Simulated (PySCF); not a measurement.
Computed shifts of a molecule C₂H₇BFN, PBE/pcSseg-1 (PySCF), GIAO, gas phase, atoms alike by connectivity averaged where their shifts nearly agree, in ppm (number of nuclei): ¹⁹F: -138.2 (1). ¹³C: 13.1 (1), 12.7 (1). ¹H: 3.13 (1), 3.03 (1), 1.30 (3), 1.07 (1), 0.76 (1). ¹⁵N: 88.0 (1). References: ¹¹B against BF3 (σ = 83.9 ppm); ¹⁹F against CFCl3 (σ = 133.6 ppm); ¹³C against TMS (σ = 182.0 ppm); ¹H against TMS (σ = 31.49 ppm); ¹⁵N against NH3 (σ = 267.0 ppm), references at their B3LYP-D3(BJ)/def2-TZVP geometries, non-relativistic. Coordinates come from a ωB97X-D3(BJ)/def2-SVP optimisation. Other conformers were not sampled.

Task: Identify the compound among the candidates.
(A) CNB(C)F
(B) CN(C)BF
(C) CB(N)CF
(D) CCB(N)F

Result: D, CCB(N)F
